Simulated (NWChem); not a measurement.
System meant: TeCl$_{3}$ cation; SMILES Cl[Te+](Cl)Cl

Here is an NWChem input.

```
start job
memory heap 200 mb stack 900 mb global 1100 mb
charge 1
geometry units angstroms noautoz
  Te     0.000000     0.000000     0.542924
  Cl     0.172899    -2.019391    -0.537812
  Cl    -1.835294     0.859960    -0.537812
  Cl     1.662394     1.159431    -0.537812
end
basis spherical
  Te library def2-svp
  Cl library def2-svp
end
dft
  xc b3lyp
  iterations 150
  mulliken
end
task dft energy
```

End of the output:

```
             Grid Information
             ----------------
          Grid used for XC integration:  medium
          Radial quadrature: Mura-Knowles
          Angular quadrature: Lebedev.
          Tag              B.-S. Rad. Rad. Pts. Rad. Cut. Ang. Pts.
          ---              ---------- --------- --------- ---------
          Te                  1.40      123           7.0       590
          Cl                  1.00       88           9.0       590
          Grid pruning is: on
          Number of quadrature shells:   211
          Spatial weights used:  Erf1

          Convergence Information
          -----------------------
          Convergence aids based upon iterative change in
          total energy or number of iterations.
          Levelshifting, if invoked, occurs when the
          HOMO/LUMO gap drops below (HL_TOL):  1.00D-02
          DIIS, if invoked, will attempt to extrapolate
          using up to (NFOCK): 10 stored Fock matrices.

                    Damping( 0%)  Levelshifting(0.5)       DIIS
                  --------------- ------------------- ---------------
          dE  on:    start            ASAP                start
          dE off:    2 iters        150 iters           150 iters

      Screening Tolerance Information
      -------------------------------
          Density screening/tol_rho:  1.00D-10
          AO Gaussian exp screening on grid/accAOfunc:  14
          CD Gaussian exp screening on grid/accCDfunc:  20
          XC Gaussian exp screening on grid/accXCfunc:  20
          Schwarz screening/accCoul:  1.00D-08

      Superposition of Atomic Density Guess
      -------------------------------------

      charge =      52.0 Te (Tellurium)

      symmetry species            s     p     d     f
      number of basis functions =10     7     6
      number of cont. functions = 4     4     2
      number of closed shells   = 5     3     2
      number of open shells     = 0     1     0
      open shell occupation     = 0     4     0
 ------------------------------------------------------------------------
 atomscf:atomd: error in atom scf                   0
 ------------------------------------------------------------------------
 ------------------------------------------------------------------------
  current input line :
    19: task dft energy
 ------------------------------------------------------------------------
 ------------------------------------------------------------------------
 This error has not yet been assigned to a category
 ------------------------------------------------------------------------
 For more information see the NWChem manual at https://nwchemgit.github.io

0:atomscf:atomd: error in atom scf:Received an Error in Communication
```

Question: Find the fault in this run and fix the input.

Answer: The run crashed. Cause: the def2 basis of a heavy element holds valence functions alone and wants its effective core potential (without it all electrons must fit into that basis). This input runs:
```
start job
memory heap 200 mb stack 900 mb global 1100 mb
charge 1
geometry units angstroms noautoz
  Te     0.000000     0.000000     0.542924
  Cl     0.172899    -2.019391    -0.537812
  Cl    -1.835294     0.859960    -0.537812
  Cl     1.662394     1.159431    -0.537812
end
basis spherical
  Te library def2-svp
  Cl library def2-svp
end
ecp
  Te library def2-ecp
end
dft
  xc b3lyp
  iterations 150
  mulliken
end
task dft energy
```
It converges to -1648.03457 Ha (B3LYP/def2-SVP with def2 effective core potentials on Te).
